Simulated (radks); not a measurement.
Results of a calculation; reference values are marked as such.
Problem. These are the eigenvalues of the occupied orbitals of an atom or ion with whole-number occupations (hartree). Code: a radial shooting solver on a logarithmic mesh with Libxc functionals. Model: non-relativistic Kohn-Sham, PBE, spin-polarised, spherical densities, point nucleus.

orbital  eigenvalue
1s up     -665.3643
1s down   -665.3630
2s up     -112.3921
2s down   -112.1365
2p up     -105.1952
2p down   -105.0105
3s up     -35.61907
3s down   -35.32551
3p up     -32.99463
3p down   -32.68587
3d up     -28.56069

Which element is it, and in what charge state? The configuration may be excited. Open shells, if any, are filled with parallel spins first.

Solution. Z = 40, zirconium, charge +19: Zr19+ in [Ar] 3d3. The list shows which subshells hold electrons but not how many an open one holds; the 1s level, -665.36 hartree, gives Z - s = 36.5 by -(Z - s)^2/2, which with screening narrows Z to a few neighbours, and the depths of the outer levels then fix element, charge and occupations together.
